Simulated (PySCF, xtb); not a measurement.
3-methylthiophene (C5H6S), SMILES c1(C)cscc1.

Harmonic wavenumbers (cm⁻¹) from xtb with GFN2-xTB at its own minimum, in rising order: 91, 229, 308, 405, 537, 559, 652, 744, 755, 834, 838, 869, 954, 1008, 1033, 1082, 1136, 1195, 1383, 1405, 1462, 1478, 1485, 1584, 3003, 3015, 3047, 3126, 3161, 3163.

Problem. What does PBE0-D3(BJ)/def2-SVP (PySCF 2.14.0) give at its own minimum? (The exact figures need the calculation; the answer reports its results.)

Solution. 107, 237, 323, 472, 556, 615, 678, 697, 782, 862, 891, 908, 956, 1000, 1046, 1088, 1179, 1248, 1387, 1434, 1452, 1465, 1500, 1629, 3054, 3134, 3167, 3229, 3267, 3276. Paired by order, the mean absolute difference is 42 cm⁻¹ and the zero-point energies are 58.0 and 59.5 kcal/mol.
